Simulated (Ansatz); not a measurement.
**Reading a saddle point**

A first-order saddle point of Si$_{2}$NH$_{8}$O$_{2}$F$_{3}$, singlet, PBE0-D4/def2-TZVP, with one imaginary mode of 612i cm⁻¹:

Si1  (-0.605, 1.000, 0.335)
O2  (-0.344, -0.276, -0.853)
Si3  (0.656, -0.124, -2.204)
F4  (-1.952, 0.170, 0.837)
F5  (0.787, 1.723, -0.228)
F6  (-1.465, 2.305, 0.003)
H7  (0.222, -1.035, 1.449)
N8  (0.201, 0.516, 1.840)
H9  (-0.203, -1.238, -0.119)
O10  (0.051, -1.892, 0.855)
H11  (0.288, 1.101, -2.939)
H12  (2.083, -0.148, -1.817)
H13  (0.353, -1.328, -3.017)
H14  (-0.389, 0.551, 2.661)
H15  (1.088, 0.963, 2.027)
H16  (-0.771, -2.287, 1.169)
(Å)

Ansatz 0.2.0; basis: def2-TZVPP and def2-QZVPP; cores frozen in the correlated methods. Extrapolation: Hartree–Fock as exp(−7.88 √X), correlation as X^−2.97.

Q: Which contacts change along the imaginary mode, and what lies on either side? (Judge from chemistry; the calculation decides.)

A: By the calculation: The step is Si₂H₃OF₃ ([F][Si]([F])([F])[O][SiH3]) + H₂O + NH₃ → SiNH₂F₃ ([NH2][Si]([F])([F])[F]) + SiH₄O ([OH][SiH3]) + H₂O (still joined by a long Si–O bond), with the molecules in contact on both sides. Shortening one way: Si1–N8, O2–H9, H7–O10; lengthening the same way: Si1–O2, H7–N8, H9–O10.
```csv
pair,one side (Å),saddle (Å),other side (Å)
Si1–N8,1.92,1.77,1.73
O2–H9,2.02,1.22,1.02
H7–O10,1.85,1.06,0.98
Si1–O2,1.65,1.76,1.82
H7–N8,1.04,1.60,2.07
H9–O10,0.97,1.20,1.55
```

Q: Which side is lower, and how far does the saddle lie above each? (An estimate is asked for; the value comes from the calculation.)

A: The calculation gives: The side with Si1–O2, H7–N8, H9–O10 short is lower by 74.5 kJ/mol; the saddle lies 94.3 kJ/mol above it and 19.8 kJ/mol above the other (CCSD(T) at an estimated basis limit (MP2 extrapolated from triple and quadruple zeta, plus CCSD(T) − MP2 in triple zeta); electronic energies).

No T1 diagnostic of these runs exceeds 0.012.

Labels in which every atom is bracketed show which atoms are joined, not bond orders.

For scale, one of the runs: CCSD(T)/def2-TZVPP, 382 basis functions, launched by `ansatz run in.yaml --threads 4 --pin off --events-out ev --progress --plain --max-ram 46080MiB --backend cuda --devices 0, --max-vram 37GiB`. The run took 18 s on 4 CPU threads of an AMD EPYC 7R13 and a share of one NVIDIA H100 (shared host), with 0.91 GiB of host memory at its peak.
